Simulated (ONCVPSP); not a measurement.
## Potentials for fluorine (F) compared

Generated with ld1.x 7.5 (TM, RRKJ, ultrasoft, PAW), atompaw 4.2 or ONCVPSP 4.0.1. The cutoff is in Ry: for ld1.x and atompaw files where the sum of valence levels is converged to 10 mRy in a Bessel basis, for ONCV files where the hardest occupied wave has 1 mHa per electron of residual kinetic energy. The error is the largest all-electron minus pseudo excitation energy over each file’s own four to seven test configurations (ionisations up to +4, promotions, holes and added fractions of an electron), all of which were solved. The labels leave out finer settings (local radius, basis sizes, second energies), which also bear on the numbers. Spin-polarised tests are not counted. The rows are a selection from randomly drawn settings: files with unsolved tests, undetermined cutoffs or missed reference levels are left out.

A true bound ghost makes a file unfit for plane-wave use even where its test errors are small: the radial tests pick states by their node count and pass the ghost by.

| potential | cutoff (Ry) | largest error (meV) | bound ghosts |
| --- | --- | --- | --- |
| ONCV, PBEsol, non-relativistic, rc 0.55/1.25 (sp), local smoothed, core correction yes, reference 2s2 2p3, qcut 14.5/12.9, projectors 2/1 | 314 | +939 | s |
| ONCV, PBEsol, scalar-relativistic, rc 0.70/1.10/1.05 (spd), local s, core correction no, reference 2s2 2p3, qcut 11.1/12/10.1, projectors 0/2/3 | 115 | +460 | none |
| ONCV, PBE, scalar-relativistic, rc 0.85/1.60/1.40 (spd), local smoothed, core correction yes, reference 2s2 2p3, qcut 7.9/6.8/7.9, projectors 2/2/2 | 255 | +3537 | none |
| ONCV, PBEsol, scalar-relativistic, rc 0.60/1.45/1.10 (spd), local smoothed, core correction yes, reference 2s2 2p4, qcut 12.4/11.4/9.3, projectors 2/2/1 | 114 | +547 | none |
| ONCV, LDA (Perdew-Zunger), scalar-relativistic, rc 0.70/1.35 (sp), local smoothed, core correction yes, reference 2s2 2p4, qcut 9.3/8.2, projectors 2/2 | 175 | +727 | none |
| ONCV, PBE, scalar-relativistic, rc 0.75/1.70/1.80 (spd), local s, core correction yes, reference 2s2 2p3, qcut 11.2/6.8/6.2, projectors 0/2/2 | 112 | +936 | none |

Question: Fill in the row for F: ONCV, PBE, scalar-relativistic, rc 0.75/1.65 (sp), local smoothed, core correction yes, reference 2s2 2p5, qcut 9.6/8.5, projectors 3/1.

Answer: cutoff 147 Ry, largest error +4653 meV, bound ghosts: s.

Question: Fill in the row for F: ONCV, LDA (Perdew-Zunger), scalar-relativistic, rc 0.80/1.85 (sp), local smoothed, core correction yes, reference 2s2 2p5, qcut 9.1/6.4, projectors 2/2.

Answer: cutoff 100 Ry, largest error +8136 meV, bound ghosts: none.
